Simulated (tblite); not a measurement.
Record of a relaxation.

Compound: C6H13NP (charge +1).
Numbering: `[CH3:1][NH:2][P+:3]1([CH3:4])[CH2:5][CH:6]=[CH:7][CH2:8]1` (hydrogens: H9, H10, H11 on C1; H12 on N2; H13, H14, H15 on C4; H16, H17 on C5; H18 on C6; H19 on C7; H20, H21 on C8)
Bond orders are those of one Lewis drawing.

Computed with GFN2-xTB (tblite), gas phase: L-BFGS steps from a force-field or distance-geometry start until the largest atomic force falls under 0.01 eV/Å. 4 of its 64 geometries are shown.

Step 0: E = -666.5941 eV, largest atomic force 1.696 eV/Å
```
atom  x, y, z in Å  |  force x, y, z in eV/Å
C1      2.538   -0.886    0.017    0.020   0.037  -0.453
N2      1.363   -0.528    0.808    0.927  -0.760   1.200
P3      0.121    0.260    0.134   -0.253   0.590   0.069
C4      0.579    1.786   -0.647    0.696   0.743  -0.014
C5     -1.182    0.588    1.325   -0.469  -0.032   0.293
C6     -2.360   -0.120    0.712   -0.094  -0.638  -0.922
C7     -2.160   -0.773   -0.442   -0.679   0.440   1.116
C8     -0.779   -0.745   -1.025   -0.772  -0.580  -0.851
H9      2.969    0.001   -0.448   -0.069  -0.054   0.047
H10     2.257   -1.600   -0.760    0.252  -0.045  -0.147
H11     3.294   -1.338    0.651   -0.010   0.018   0.123
H12     1.110   -1.346    1.385   -0.115   0.632  -0.179
H13    -0.299    2.298   -1.034   -0.141  -0.132   0.003
H14     1.068    2.447    0.076   -0.023  -0.077  -0.005
H15     1.273    1.614   -1.462    0.108  -0.032  -0.216
H16    -1.387    1.660    1.431    0.129  -0.123   0.044
H17    -0.949    0.177    2.306    0.028   0.036   0.194
H18    -3.321   -0.098    1.209    0.193   0.052  -0.054
H19    -2.960   -1.312   -0.929    0.189   0.042  -0.049
H20    -0.376   -1.762   -1.087    0.009   0.056  -0.153
H21    -0.807   -0.302   -2.025    0.074  -0.174  -0.049
```

Step 21: E = -666.7818 eV, largest atomic force 0.055 eV/Å
```
atom  x, y, z in Å  |  force x, y, z in eV/Å
C1      2.560   -0.868    0.020   -0.005   0.017  -0.005
N2      1.397   -0.472    0.823    0.002  -0.016  -0.018
P3      0.107    0.262    0.096    0.026   0.028  -0.014
C4      0.666    1.805   -0.659    0.003   0.012  -0.010
C5     -1.209    0.533    1.322    0.051   0.011   0.017
C6     -2.399   -0.161    0.717   -0.010   0.002   0.018
C7     -2.239   -0.784   -0.436   -0.005  -0.010  -0.004
C8     -0.876   -0.764   -1.072    0.029  -0.003  -0.031
H9      2.983    0.017   -0.451    0.017   0.001  -0.004
H10     2.320   -1.601   -0.754    0.002  -0.002   0.034
H11     3.308   -1.295    0.684   -0.009   0.035  -0.001
H12     1.144   -1.186    1.499   -0.047   0.013  -0.021
H13    -0.206    2.338   -1.038   -0.008  -0.010   0.006
H14     1.163    2.413    0.098    0.009  -0.043  -0.022
H15     1.348    1.620   -1.488   -0.005  -0.027   0.024
H16    -1.397    1.601    1.463   -0.003   0.011   0.014
H17    -0.941    0.113    2.294    0.000  -0.010   0.042
H18    -3.334   -0.125    1.247   -0.041   0.001   0.018
H19    -3.031   -1.308   -0.942   -0.019  -0.017  -0.012
H20    -0.463   -1.774   -1.148    0.000  -0.024  -0.015
H21    -0.909   -0.345   -2.079    0.010   0.032  -0.015
```

Step 42: E = -666.7923 eV, largest atomic force 0.042 eV/Å
```
atom  x, y, z in Å  |  force x, y, z in eV/Å
C1      2.574   -0.840    0.062    0.014  -0.005   0.005
N2      1.368   -0.487    0.816    0.010  -0.023  -0.027
P3      0.094    0.264    0.082    0.009   0.003   0.015
C4      0.692    1.782   -0.691    0.007   0.006   0.001
C5     -1.205    0.515    1.333   -0.018  -0.002   0.006
C6     -2.403   -0.177    0.735   -0.002   0.004  -0.009
C7     -2.259   -0.781   -0.431    0.013   0.000  -0.008
C8     -0.910   -0.729   -1.097    0.009   0.000  -0.010
H9      2.937    0.038   -0.469   -0.016  -0.022  -0.004
H10     2.409   -1.651   -0.651    0.027   0.028   0.017
H11     3.342   -1.147    0.770   -0.018   0.003  -0.002
H12     1.091   -1.230    1.451   -0.003   0.016  -0.002
H13    -0.163    2.361   -1.040   -0.006  -0.012   0.019
H14     1.259    2.364    0.035   -0.008  -0.013   0.021
H15     1.328    1.547   -1.544   -0.011  -0.001  -0.009
H16    -1.397    1.576    1.511    0.000   0.004  -0.024
H17    -0.919    0.069    2.290    0.007   0.012   0.001
H18    -3.331   -0.158    1.281    0.012  -0.002   0.004
H19    -3.055   -1.306   -0.933   -0.001   0.008   0.015
H20    -0.491   -1.731   -1.232   -0.012  -0.016   0.003
H21    -0.967   -0.261   -2.082   -0.012   0.012  -0.010
```

Step 63: E = -666.7965 eV, largest atomic force 0.009 eV/Å
```
atom  x, y, z in Å  |  force x, y, z in eV/Å
C1      2.600   -0.833    0.090   -0.003  -0.001   0.001
N2      1.355   -0.522    0.796   -0.004   0.001  -0.004
P3      0.091    0.244    0.065    0.000  -0.001  -0.009
C4      0.699    1.766   -0.690    0.002   0.003   0.000
C5     -1.199    0.516    1.320    0.002   0.003   0.000
C6     -2.400   -0.187    0.745   -0.003   0.008  -0.004
C7     -2.275   -0.779   -0.430    0.003  -0.008   0.002
C8     -0.940   -0.715   -1.122   -0.001  -0.002   0.001
H9      2.917    0.035   -0.483   -0.004  -0.002  -0.001
H10     2.508   -1.690   -0.579    0.001  -0.002  -0.005
H11     3.366   -1.050    0.832    0.003   0.000   0.005
H12     1.075   -1.271    1.423   -0.001  -0.001  -0.004
H13    -0.159    2.371   -0.984    0.000   0.005   0.001
H14     1.304    2.313    0.033    0.004   0.001   0.005
H15     1.292    1.547   -1.577    0.003   0.000   0.001
H16    -1.391    1.582    1.463   -0.006   0.005   0.003
H17    -0.905    0.102    2.288    0.001  -0.002   0.005
H18    -3.317   -0.180    1.311   -0.001  -0.001   0.001
H19    -3.079   -1.303   -0.918    0.004  -0.005   0.004
H20    -0.534   -1.715   -1.297    0.002   0.004  -0.001
H21    -1.017   -0.214   -2.089   -0.001  -0.006   0.003
```

**Question.** Summarise the path.

**Answer.** The energy falls by 0.2024 eV from step 0 to step 63; nine tenths of that is first reached at step 17. It falls at every step. The largest force goes from 1.696 to 0.009 eV/Å. Among the bonds P3–C8 changes most, from 1.779 to 1.841 Å; the atoms move by 0.173 Å rms after alignment.

**Question.** Follow the three bonds and two angles with the largest change from start to end.

**Answer.** 
| step | E above end (eV) | largest force (eV/Å) | P3–C8 (Å) | N2–P3 (Å) | P3–C4 (Å) | N2–P3–C8 (°) | N2–P3–C4 (°) |
| --- | --- | --- | --- | --- | --- | --- | --- |
| 0 | 0.2024 | 1.696 | 1.779 | 1.617 | 1.774 | 112.7 | 113.8 |
| 3 | 0.0786 | 0.268 | 1.827 | 1.654 | 1.799 | 113.4 | 113.3 |
| 5 | 0.0591 | 0.225 | 1.830 | 1.659 | 1.805 | 114.4 | 112.7 |
| 8 | 0.0442 | 0.166 | 1.831 | 1.654 | 1.801 | 114.5 | 111.9 |
| 11 | 0.0356 | 0.109 | 1.835 | 1.651 | 1.803 | 114.7 | 111.2 |
| 14 | 0.0267 | 0.135 | 1.839 | 1.652 | 1.810 | 115.3 | 110.6 |
| 16 | 0.0216 | 0.121 | 1.841 | 1.652 | 1.808 | 115.7 | 110.2 |
| 19 | 0.0161 | 0.081 | 1.841 | 1.652 | 1.806 | 116.4 | 109.2 |
| 22 | 0.0140 | 0.056 | 1.839 | 1.652 | 1.806 | 116.8 | 108.6 |
| 25 | 0.0130 | 0.043 | 1.840 | 1.651 | 1.804 | 116.8 | 108.5 |
| 27 | 0.0124 | 0.043 | 1.840 | 1.650 | 1.804 | 116.9 | 108.3 |
| 30 | 0.0117 | 0.047 | 1.839 | 1.650 | 1.804 | 117.0 | 108.2 |
| 33 | 0.0098 | 0.075 | 1.839 | 1.651 | 1.803 | 117.3 | 108.2 |
| 36 | 0.0073 | 0.082 | 1.843 | 1.650 | 1.805 | 117.4 | 108.2 |
| 38 | 0.0056 | 0.062 | 1.842 | 1.650 | 1.807 | 117.3 | 108.2 |
| 41 | 0.0045 | 0.049 | 1.840 | 1.651 | 1.806 | 117.4 | 108.4 |
| 44 | 0.0037 | 0.036 | 1.840 | 1.650 | 1.805 | 117.5 | 108.5 |
| 47 | 0.0029 | 0.031 | 1.839 | 1.649 | 1.805 | 117.5 | 108.6 |
| 49 | 0.0025 | 0.030 | 1.839 | 1.648 | 1.804 | 117.4 | 108.6 |
| 52 | 0.0015 | 0.056 | 1.840 | 1.648 | 1.804 | 117.7 | 108.7 |
| 55 | 0.0006 | 0.031 | 1.841 | 1.648 | 1.804 | 118.0 | 108.7 |
| 58 | 0.0002 | 0.018 | 1.841 | 1.649 | 1.805 | 118.1 | 108.7 |
| 60 | 0.0001 | 0.027 | 1.842 | 1.649 | 1.805 | 118.2 | 108.7 |
| 63 | 0.0000 | 0.009 | 1.841 | 1.649 | 1.804 | 118.2 | 108.6 |
